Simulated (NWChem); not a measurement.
Molecule: C₂H₆FNSi; SMILES C(/[SiH3])=N/CF

```xyz
11

F      1.1874     0.9917     0.0001
C      0.0103     1.7232     0.0013
N     -1.1682     0.9582     0.0005
C     -1.1654    -0.3129    -0.0002
Si     0.2931    -1.5592    -0.0009
H      0.0153     2.3678    -0.8949
H      0.0156     2.3655     0.8991
H     -2.1705    -0.7723    -0.0007
H      1.1293    -1.4447     1.2279
H     -0.3536    -2.9089    -0.0010
H      1.1283    -1.4442    -1.2304
```
Atoms are numbered in this order, from 1.

Level: PBE0/def2-SVP (NWChem), optimised geometry, unscaled harmonic frequencies. 

### Question
List the harmonic frequencies with IR intensities, and the thermochemistry.

### Answer
| frequency (cm⁻¹) | IR intensity (km/mol) |
|---|---|
| 119 | 3.8 |
| 171 | 7.0 |
| 201 | 0.1 |
| 345 | 10.6 |
| 386 | 17.4 |
| 589 | 23.2 |
| 609 | 19.1 |
| 645 | 4.3 |
| 799 | 71.5 |
| 889 | 15.3 |
| 905 | 96.2 |
| 946 | 117.1 |
| 961 | 50.6 |
| 1033 | 79.8 |
| 1058 | 102.7 |
| 1095 | 15.0 |
| 1274 | 0.0 |
| 1367 | 9.6 |
| 1402 | 23.7 |
| 1455 | 3.7 |
| 1764 | 22.0 |
| 2225 | 132.4 |
| 2248 | 50.4 |
| 2258 | 97.4 |
| 3065 | 28.5 |
| 3081 | 18.1 |
| 3124 | 12.0 |

```yaml
zero_point_energy: 48.6 kcal/mol
thermal correction to the enthalpy at 298.15 K (with zero-point energy): 53.1 kcal/mol
heat capacity Cv: 21.7 cal/(mol K)
entropy at 298.15 K and 1 atm (symmetry number 1): 78.0 cal/(mol K)
dipole_moment: 0.67 D
```

Rigid rotor and harmonic oscillator.
